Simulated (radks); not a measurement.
Results of a calculation; reference values are marked as such.
Ionisation of the lead ion Pb2+, [Hg], to Pb3+, [Xe] 4f14 5d10 6s1, under several functionals. Scalar-relativistic Kohn-Sham, spin-unpolarised, spherical densities, finite nucleus; a radial shooting solver on a logarithmic mesh with Libxc functionals.

functional                                      E(Pb2+) (hartree)  Exc (hartree)  IE (eV)  -e(HOMO) (eV)  <r> HOMO (bohr)  IE error (eV)
OLYP                                                  -20882.5676      -393.3922   32.118         27.171            2.177         +0.181
exchange-only B88                                     -20871.9823      -382.4825   31.486         26.508            2.191         -0.452
TASK exchange with Perdew-Wang LDA correlation        -20875.6300      -383.6100   32.719         28.215            2.118         +0.782
PBEsol                                                -20869.7418      -380.3158   32.465         27.509            2.169         +0.527
B86b exchange with PBE correlation                    -20876.7605      -387.3183   32.427         27.460            2.175         +0.489
MS2 meta-GGA                                          -20874.8067      -384.5787   32.187         27.292            2.182         +0.250
XLYP                                                  -20877.4863      -388.0138   32.475         27.462            2.187         +0.538

NIST Atomic Spectra Database: 31.937 eV (measured). Closest: OLYP. The Delta-SCF values span 1.23 eV, the total energies 12.83 hartree. The highest occupied level is 6s. Spin polarisation and multiplet splitting are left out, so open shells lie too high by an amount that depends on their filling.

Beside tabulated values, note that spin-unpolarised runs miss the spin-polarisation part of the exchange energy of open shells, and scalar-relativistic runs lack spin-orbit coupling.
